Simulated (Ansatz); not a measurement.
Start from `[CH3][Ga]([CH3])[F]` and change one element to get `[CH3][Al]([CH3])[F]`.

Ansatz, PBE0-D4/def2-TZVP geometries, multiplicity 1. 

Scalar relativity is left out up to krypton.

```tsv
property	`[CH3][Ga]([CH3])[F]`
size of the dipole moment (PBE/def2-TZVPP) / D	2.70
size of the dipole moment (ωB97M-V/def2-TZVPP) / D	2.80
HOMO–LUMO gap (PBE/def2-TZVPP) / eV	5.31
HOMO energy (B3LYP/def2-TZVPP) / eV	-7.78
LUMO energy (B3LYP/def2-TZVPP) / eV	-0.89
HOMO energy (PBE/def2-TZVPP) / eV	-6.70
```

Task: Give the same properties after the change, and the shifts. (An estimate is asked.)

Result: Computed: 
```json
{"property": "size of the dipole moment (PBE/def2-TZVPP) / D", "`[CH3][Al]([CH3])[F]`": "1.84", "shift": "-0.86"}
{"property": "size of the dipole moment (ωB97M-V/def2-TZVPP) / D", "`[CH3][Al]([CH3])[F]`": "1.84", "shift": "-0.96"}
{"property": "HOMO–LUMO gap (PBE/def2-TZVPP) / eV", "`[CH3][Al]([CH3])[F]`": "5.56", "shift": "0.25"}
{"property": "HOMO energy (B3LYP/def2-TZVPP) / eV", "`[CH3][Al]([CH3])[F]`": "-7.70", "shift": "0.08"}
{"property": "LUMO energy (B3LYP/def2-TZVPP) / eV", "`[CH3][Al]([CH3])[F]`": "-0.53", "shift": "0.36"}
{"property": "HOMO energy (PBE/def2-TZVPP) / eV", "`[CH3][Al]([CH3])[F]`": "-6.62", "shift": "0.08"}
```

With PBE0 the HOMO rises by 0.09 eV and the LUMO rises by 0.30 eV, so the gap widens by about 0.21 eV. PBE moves the HOMO by 0.08 eV and ωB97M-V by 0.06 eV. Dipoles are sizes alone; their direction can turn.

B3LYP here is the variant with VWN-RPA as its local correlation; programs differ in this.
